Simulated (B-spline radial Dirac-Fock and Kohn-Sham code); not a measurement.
## Auger parameter of mercury: the M5 level and its strongest M5-NN line

Calculated with an atomic code on a B-spline grid, using relaxed Dirac-Fock hole states (ΔSCF) with Breit and QED corrections and a finite nucleus. The modified Auger parameter α′ is the binding energy plus the kinetic energy of the Auger electron; it does not depend on the energy zero. For free ions it tends to fall with charge, since less charge screens the final holes.

| species | configuration | binding 3d5/2 (eV) | Auger line | kinetic (eV) | α′ (eV) |
| --- | --- | --- | --- | --- | --- |
| Hg | [Xe] 4f14 5d10 6s2 | 2303.1 | N5N5 J=4 | 1540.0 | 3843.1 |
| Hg⁺ | [Xe] 4f14 5d10 6s1 | 2312.7 | N5N5 J=4 | 1529.1 | 3841.7 |
| Hg⁺ (Watson 1.8 Å) | [Xe] 4f14 5d10 6s1 | 2304.9 | N5N5 J=4 | 1537.0 | 3841.9 |
| Hg²⁺ | [Xe] 4f14 5d10 | 2323.3 | N5N5 J=4 | 1517.2 | 3840.6 |
| Hg²⁺ (Watson 1.8 Å) | [Xe] 4f14 5d10 | 2307.4 | N5N5 J=4 | 1533.2 | 3840.6 |
| Hg²⁺ (Watson 3 Å) | [Xe] 4f14 5d10 | 2313.7 | N5N5 J=4 | 1526.8 | 3840.6 |
